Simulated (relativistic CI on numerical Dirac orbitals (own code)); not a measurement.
Computed by Dirac-Coulomb-Breit CI, KLI orbitals optimised for each configuration, model QED (radiative potential, 1s self-energy scaled to tabulated hydrogen-like ionisation energies), unscaled Slater integrals (own radial code, finite nucleus).

The strongest absorption lines from the ground level of an ion, among the configurations computed and to levels below about 741 eV (vacuum wavelength in Å, gf): 31.712 (0.091), 31.933 (0.081), 34.130 (0.054), 35.341 (0.062), 35.609 (0.17), 35.616 (1.6), 36.628 (1.6), 39.815 (0.53).

Q: Which ion is it?
A. Pm³⁷⁺
B. La³³⁺
C. Tb⁴¹⁺
D. Ta⁴⁹⁺

A: C. Tb⁴¹⁺ has 24 electrons and the ground level 3s2.3p6.3d6 5D_4; the strongest line goes to 3s2.3p5.3d7 3F°_4. The pattern of lines fixes the number of electrons, and along that sequence the line energies rise steadily with the charge (about as its square where n changes within one kind of shell, about linearly where n is kept but much faster in heavy ions where fine structure, which grows about as Z⁴, sets the gap, and irregularly where shells cross), which fixes Z. Configurations outside the model, such as inner-shell arrays, can give stronger lines. At this charge energies of transitions that change n are usually good to better than 1 %, and those within a shell (Δn = 0) to a few per cent.

LS names give the leading component of a level, which can be under half, so a name can repeat, a term be missing and a line seem to break the LS rules.
